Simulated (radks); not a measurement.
Neutral indium inside a hard spherical wall (all orbitals vanish at R), configuration held at [Kr] 4d10 5s2 5p1 and not refilled when levels cross. All-electron calculation, scalar-relativistic Kohn-Sham, LDA (Slater exchange, VWN5 correlation), spin-polarised, spherical densities, point nucleus; open shells are filled with parallel spins first (spin-orbit coupling, left out, can overturn this in heavy ions). Program: a radial shooting solver on a logarithmic mesh with Libxc functionals. Eigenvalues in eV for spin up, with the zero of energy where the potential of the charges vanishes at infinity; a dash marks a level that is unbound or too diffuse for the functional's potential to be trusted. A positive occupied level is held by the wall or, in an anion where self-interaction has pushed it up, behind a barrier. The pressure on the wall is -dE/dV.

R (bohr)  E (hartree)  kinetic (hartree)    e(4p)    e(4d)   e(5s)   e(5p)  e(6s, empty)  e(5d, empty)  pressure (GPa)
free      -5876.47208           6123.511  -78.020  -18.713  -8.671  -2.906        -0.392             -               0
12        -5876.47193           6123.512  -78.000  -18.693  -8.655  -2.889         0.059         1.290         0.00229
10        -5876.47113           6123.518  -77.933  -18.626  -8.604  -2.826         0.703         1.872          0.0204
8         -5876.46603           6123.550  -77.672  -18.371  -8.410  -2.550         2.543         3.177           0.209
7         -5876.45616           6123.604  -77.333  -18.040  -8.150  -2.149         4.672         4.490           0.754
6         -5876.42768           6123.749  -76.644  -17.373  -7.578  -1.250         8.783         6.831            3.07
5         -5876.33750           6124.162  -75.200  -15.989  -6.180   0.888        17.361        11.434            14.6
2.5       -5871.61324           6142.051  -51.908    6.986  34.680  52.674        165.63        86.412            3480
2         -5862.60047           6174.006  -27.844   33.477  94.521  120.94        323.49        166.24           18700
1.5       -5826.36931           6289.831   39.887   110.91  286.82  325.54        743.78        380.66          149000
